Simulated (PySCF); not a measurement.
**Simulated absorption spectrum**

Species: C7H13FO2.
SMILES: `C[C@H](F)C(=O)OC(C)(C)C`

Method: PySCF, TDDFT PBE0/def2-SVPD, vertical, gas phase, core orbitals frozen in the response. One conformer (not necessarily the lowest) at the PBE0-D3(BJ)/def2-SVP geometry, without solvent, vibrations or thermal averaging. Torsions of this conformer, `[CH3:1][C@H:2]([F:3])[C:4](=[O:5])[O:6][C:7]([CH3:8])([CH3:9])[CH3:10]`: C1–C2–C4–O5 -63°, C2–C4–O6–C7 180°, C4–O6–C7–C8 -62°.

Computed states:

| state | E (eV) | f |
| --- | --- | --- |
| S1 | 5.77 | 0.0015 |
| S2 | 7.45 | 0.014 |
| S3 | 7.86 | 0.099 |
| S4 | 7.99 | 0.0004 |
| S5 | 8.13 | 0.0080 |
| S6 | 8.28 | 0.024 |
| S7 | 8.31 | 0.018 |
| S8 | 8.40 | 0.052 |
| S9 | 8.49 | 0.016 |
| S10 | 8.76 | 0.014 |

Each state is given a Gaussian of 0.4 eV full width at half maximum, with ε(max) = 2.175×10⁸ f / Δν̃ (Δν̃ the width in cm⁻¹). The width is an assumption, not a result. The curve ends short of the highest state used, and states not computed would add to its high-energy end.

Question: What does the envelope look like, and where are its maxima?

Answer: 
```json
{"E (eV)": "5.17", "ε (L mol⁻¹ cm⁻¹)": "0"}
{"E (eV)": "5.24", "ε (L mol⁻¹ cm⁻¹)": "1"}
{"E (eV)": "5.31", "ε (L mol⁻¹ cm⁻¹)": "2"}
{"E (eV)": "5.38", "ε (L mol⁻¹ cm⁻¹)": "7"}
{"E (eV)": "5.45", "ε (L mol⁻¹ cm⁻¹)": "16"}
{"E (eV)": "5.52", "ε (L mol⁻¹ cm⁻¹)": "33"}
{"E (eV)": "5.59", "ε (L mol⁻¹ cm⁻¹)": "56"}
{"E (eV)": "5.66", "ε (L mol⁻¹ cm⁻¹)": "80"}
{"E (eV)": "5.73", "ε (L mol⁻¹ cm⁻¹)": "97"}
{"E (eV)": "5.80", "ε (L mol⁻¹ cm⁻¹)": "99"}
{"E (eV)": "5.87", "ε (L mol⁻¹ cm⁻¹)": "85"}
{"E (eV)": "5.94", "ε (L mol⁻¹ cm⁻¹)": "62"}
{"E (eV)": "6.01", "ε (L mol⁻¹ cm⁻¹)": "38"}
{"E (eV)": "6.08", "ε (L mol⁻¹ cm⁻¹)": "20"}
{"E (eV)": "6.15", "ε (L mol⁻¹ cm⁻¹)": "9"}
{"E (eV)": "6.22", "ε (L mol⁻¹ cm⁻¹)": "3"}
{"E (eV)": "6.29", "ε (L mol⁻¹ cm⁻¹)": "1"}
{"E (eV)": "6.35", "ε (L mol⁻¹ cm⁻¹)": "0"}
{"E (eV)": "6.42", "ε (L mol⁻¹ cm⁻¹)": "0"}
{"E (eV)": "6.49", "ε (L mol⁻¹ cm⁻¹)": "0"}
{"E (eV)": "6.56", "ε (L mol⁻¹ cm⁻¹)": "0"}
{"E (eV)": "6.63", "ε (L mol⁻¹ cm⁻¹)": "0"}
{"E (eV)": "6.70", "ε (L mol⁻¹ cm⁻¹)": "0"}
{"E (eV)": "6.77", "ε (L mol⁻¹ cm⁻¹)": "0"}
{"E (eV)": "6.84", "ε (L mol⁻¹ cm⁻¹)": "1"}
{"E (eV)": "6.91", "ε (L mol⁻¹ cm⁻¹)": "6"}
{"E (eV)": "6.98", "ε (L mol⁻¹ cm⁻¹)": "20"}
{"E (eV)": "7.05", "ε (L mol⁻¹ cm⁻¹)": "56"}
{"E (eV)": "7.12", "ε (L mol⁻¹ cm⁻¹)": "138"}
{"E (eV)": "7.19", "ε (L mol⁻¹ cm⁻¹)": "285"}
{"E (eV)": "7.26", "ε (L mol⁻¹ cm⁻¹)": "503"}
{"E (eV)": "7.33", "ε (L mol⁻¹ cm⁻¹)": "772"}
{"E (eV)": "7.40", "ε (L mol⁻¹ cm⁻¹)": "1069"}
{"E (eV)": "7.47", "ε (L mol⁻¹ cm⁻¹)": "1434"}
{"E (eV)": "7.54", "ε (L mol⁻¹ cm⁻¹)": "2011"}
{"E (eV)": "7.61", "ε (L mol⁻¹ cm⁻¹)": "2976"}
{"E (eV)": "7.67", "ε (L mol⁻¹ cm⁻¹)": "4131"}
{"E (eV)": "7.74", "ε (L mol⁻¹ cm⁻¹)": "5615"}
{"E (eV)": "7.81", "ε (L mol⁻¹ cm⁻¹)": "6744"}
{"E (eV)": "7.88", "ε (L mol⁻¹ cm⁻¹)": "7068"}
{"E (eV)": "7.95", "ε (L mol⁻¹ cm⁻¹)": "6576"}
{"E (eV)": "8.02", "ε (L mol⁻¹ cm⁻¹)": "5753"}
{"E (eV)": "8.09", "ε (L mol⁻¹ cm⁻¹)": "5248"}
{"E (eV)": "8.16", "ε (L mol⁻¹ cm⁻¹)": "5426"}
```

Maxima: 215 nm (5.77 eV), ε about 100, made up of S1 (100%); 158 nm (7.87 eV), ε about 7100, made up of S3 (94%) (ε in L mol⁻¹ cm⁻¹; maxima over ε = 5, shares over 10%). At its high-energy end, 8.16 eV, the curve is still rising (ε about 5400, from S3, S6, S7 and S8).

Question: On this curve, what absorbance would a 10⁻⁵ mol/L sample give at 222 nm over a 1 cm path?

Answer: 222 nm is 5.585 eV, where ε is about 54 L mol⁻¹ cm⁻¹, so A = ε c l ≈ 0.00054 (Beer–Lambert, with the gas-phase spectrum and the assumed width).

Question: What would ε be at 7.87 eV, the highest of these maxima, with half the width (0.2 eV)?

Answer: About 13200 L mol⁻¹ cm⁻¹ against 7080, a factor of about 1.9; a lone state at its own centre would give exactly 2.

The vertical ionisation energy (ΔSCF) is 9.84 eV, 1.08 eV above S10.
